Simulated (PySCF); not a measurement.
Numbering as in the mapped SMILES `[CH2:1]=[C:2]([CH3:3])[C:4]#[C:5][C:6]1=[CH:7][CH2:8][SiH2:9]1`; H(Xn) means a hydrogen on atom n. Ha(C1) is cis to C3; Hb(C1) is trans to C3.

- GFN2-xTB geometry
- shieldings: GIAO PBE0/pcSseg-1
- run in PySCF
- gas phase, fast rotation and ring inversion assumed for equivalent nuclei, a single conformation, non-relativistic

Question: Predict the 2D correlation tables (HSQC, COSY, HMBC).

Answer: 

HSQC (one-bond C–H):
```csv
δH,δC
7.26 (H(C7)),165.5 (C7)
5.60 (Hb(C1)),129.3 (C1)
5.58 (Ha(C1)),129.3 (C1)
2.01 (H(C3)),27.3 (C3)
1.96 (H(C8)),19.1 (C8)
```

COSY cross peaks (H two or three bonds apart, from the bond graph; peaks can be absent where the dihedral angle is near 90°):
```csv
δH,δH
7.26 (H(C7)),1.96 (H(C8))
5.60 (Hb(C1)),5.58 (Ha(C1))
5.07 (H(Si9)),1.96 (H(C8))
```

HMBC (two and three bonds, from the bond graph):
```csv
δH,δC
7.26 (H(C7)),"135.0 (C6), 96.8 (C5), 19.1 (C8)"
5.60 (Hb(C1)),"135.4 (C2), 101.9 (C4), 27.3 (C3)"
5.58 (Ha(C1)),"135.4 (C2), 101.9 (C4), 27.3 (C3)"
5.07 (H(Si9)),"165.5 (C7), 135.0 (C6), 96.8 (C5), 19.1 (C8)"
2.01 (H(C3)),"135.4 (C2), 129.3 (C1), 101.9 (C4)"
1.96 (H(C8)),"165.5 (C7), 135.0 (C6)"
```

Scale: TMS for ¹H and ¹³C (reference shieldings calculated alike).

Short H···H contacts in this conformer between protons four or more bonds apart (candidates for NOE cross peaks, intensity ∝ r⁻⁶): Ha(C1)···H(C3) 2.41 Å.

Shifts are as computed. Against solution values, carbons near 30 ppm lie about +3 ppm off and those near 130 ppm about +5 ppm. Of 1309 compounds with measured shifts, 239 miss one by over three times the rms of a fit or turn the order of signals round; such compounds aren't used in these exercises.
